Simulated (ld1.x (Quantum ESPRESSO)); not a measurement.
Scattering properties, RRKJ potential for thulium (Tm)

```
Element                 : thulium (Tm)
Generator               : ld1.x (Quantum ESPRESSO) 7.5
Type                    : norm-conserving RRKJ (Kleinman–Bylander form)
Functional              : LDA (PZ)
Relativity              : scalar-relativistic
Frozen core             : [Kr] 4d10
Valence charge          : 23
Reference configuration : 4f13 5s2 5p6 5d0 6s2 6p0
Partial waves           : 5p (bound): rc 1.75 bohr; 5d (bound, empty): rc 2.75 bohr; 4f (bound): rc 0.55 bohr; 5s (bound): rc 1.80 bohr
Local potential         : the s channel
Core correction         : none
```

Occupied shells without a wave of their own: 6s. They enter only through the test configuration that unscreens the potential.

The phase is arctan(r·u′/u) with u = r·R(r), unwrapped; energies in Ry, scanned from -6 to 5 Ry. A pole is an energy at which the radial function vanishes at the test radius. The pseudo phase is shifted by a multiple of π to meet the all-electron one at the reference energy, and phase errors are pseudo minus all-electron; the curves can meet again beyond the range given. Levels narrower than the energy grid can be missing from the lists of poles.

Question: For each channel, where are the poles, and over which energies does the pseudopotential scatter like the atom?

Answer:

```csv
channel,radius (bohr),reference energy (Ry),"poles, all-electron","poles, pseudo",unbroken range about the reference energy with phases within 0.05 rad,phase error 1 Ry above the reference energy (rad)
s,3.00,-3.93,"-3.91, 1.94","-3.91, 1.33",below -0.9,-0.001
p,3.00,-1.99,"-1.89, 3.27","-1.89, 3.16",the whole range,-0.001
d,3.00,-0.07,0.66,0.67,below 2.2,+0.003
f,3.00,-0.24,"-0.22, 3.42","-0.22, 3.39",below 1.4,-0.006
```

A Bessel basis up to 400 Ry misses an occupied level by 0.34 Ry, so cutoffs and ghosts were not judged. The potential misses its own reference levels by up to 0.5 eV.

Phases in the f channel:

| E (Ry) | all-electron | pseudo |
| --- | --- | --- |
| -6.00 | 1.442 | 1.442 |
| -5.48 | 1.437 | 1.437 |
| -4.96 | 1.431 | 1.431 |
| -4.44 | 1.424 | 1.424 |
| -3.92 | 1.416 | 1.416 |
| -3.40 | 1.406 | 1.406 |
| -2.88 | 1.395 | 1.395 |
| -2.36 | 1.381 | 1.381 |
| -1.84 | 1.363 | 1.363 |
| -1.32 | 1.338 | 1.338 |
| -0.80 | 1.300 | 1.299 |
| -0.28 | 0.897 | 0.895 |
| 0.24 | -1.925 | -1.927 |
| 0.76 | -2.092 | -2.098 |
| 1.28 | -2.582 | -2.612 |
| 1.80 | -3.877 | -3.920 |
| 2.32 | -4.429 | -4.444 |
| 2.84 | -4.609 | -4.616 |
| 3.36 | -4.703 | -4.707 |
| 3.88 | -4.774 | -4.776 |
| 4.40 | -4.848 | -4.847 |
| 4.92 | -4.960 | -4.949 |
